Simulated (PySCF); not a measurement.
B(Me)3 (C3H9B), SMILES CB(C)C. Atoms are numbered in the order given.

```xyz
13

B      0.0006     0.0108     0.0113
C      1.5163    -0.1448    -0.3905
H      1.9492    -1.1191    -0.1088
H      2.0647     0.6084     0.2126
H      1.7444     0.0695    -1.4466
C     -0.5469    -0.6908     1.3119
H     -1.1072    -1.5853     0.9697
H     -1.2814    -0.0772     1.8599
H      0.2268    -1.0484     2.0094
C     -0.9684     0.8403    -0.9157
H     -1.9333     1.1179    -0.4638
H     -1.1874     0.2070    -1.7991
H     -0.4848     1.7444    -1.3245
```

Coordinates come from a B3LYP-D3(BJ)/def2-SVP optimisation. The isomer is the one that the SMILES or the coordinates give; other isomers of the formula were not compared.

Computed with PBE0/pcSseg-1 in PySCF.

GIAO shieldings, no solvent; atoms alike by connectivity are averaged. δ = σ(ref) − σ: ¹¹B against BF3 (σ = 88.8 ppm); ¹³C against TMS (σ = 186.3 ppm); ¹H against TMS (σ = 31.56 ppm), references at their B3LYP-D3(BJ)/def2-TZVP geometries, non-relativistic.

Computed chemical shifts:
| nucleus | atoms | count | δ (ppm) |
|---|---|---|---|
| ¹¹B | B1 | 1 | 76.3 |
| ¹³C | C2, C6, C10 | 3 | 18.7 |
| ¹H | H3, H4, H5, H7, H8, H9, H11, H12, H13 | 9 | 1.20 |
